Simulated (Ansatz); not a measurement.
(CuCl)n off (charge -1): PBE-D4/def2-TZVPD single points in Ansatz on relaxed structures, gas phase. Each cluster is the lowest isomer that a short search found in that spin, judged at the geometry's level, and lower ones may exist. HOMO and LUMO are taken over both spins. Singlets are spin-restricted. The spins of the ions were chosen, not always searched. A dash marks a value that wasn't run or was left out as unsound. The structures are stationary points that may keep the symmetry of their start. Remarks come from the PBE and PBE0 runs and from stability tests at other levels; not every state was tested. A HOMO above zero means that the electron is unbound at that level and held by the basis, or that self-interaction error raises the level; the energy of removing that electron tells which. HOMO above LUMO (over both spins in singlets and doublets, within one spin in higher multiplets; at PBE or PBE0), or a gap under 0.15 eV within one spin, warns that the state may not be the lowest or that an electron is smeared out.

```csv
species,atoms,state,geometry,HOMO (eV),vertical IE (eV),lowest of the spins relaxed,point group (within 0.1 Å),remarks
CuCl2⁻,3,singlet,B3LYP-D4/def2-TZVPD,-0.66,4.03,"singlet, of singlet/triplet",D∞h,"gap within one spin near zero at PBE or PBE0 (neutral doublet), HOMO above zero (triplet), HOMO above zero (quintet), gap within one spin near zero at PBE or PBE0 (quintet)"
Cu2Cl2⁻,4,doublet; oxidised ion singlet,r2SCAN-D4/def2-SVPD,0.18,2.30,"doublet, of doublet/quartet",Cs,"HOMO above zero at PBE or PBE0, HOMO above zero (quartet)"
Cu3Cl4⁻,7,singlet,PBE-D4/def2-SVPD,-2.17,–,–,C2,–
```
